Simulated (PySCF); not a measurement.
# Correlation energy of K²⁺ (potassium, charge +2)

[Ne] 3s2 3p5, 2P determinant. Computed with PySCF 2.14 in cc-pVDZ-X2C, with the spin-free X2C one-electron Hamiltonian (Gaussian nucleus). Frozen: [Ne] 3s2; 5 electrons correlated.

Total MP2 correlation energy: -1.83 mhartree.

Same-spin part -0.58 and opposite-spin part -1.26 mhartree; SCS-MP2 scales them by 1/3 and 6/5 to -1.70 mhartree.

```tsv
level	correlation energy (mhartree)
CCSD	-1.92
(T)	0.00
CCSD(T)	-1.92
```

Diagnostics: T1 = 0.00041, D1 = 0.0006, largest double amplitude 0.006.

Cost of the coupled-cluster step: 0.1 s of wall time on 1 thread of Neoverse-V2 (shared host), for 5 correlated electrons.
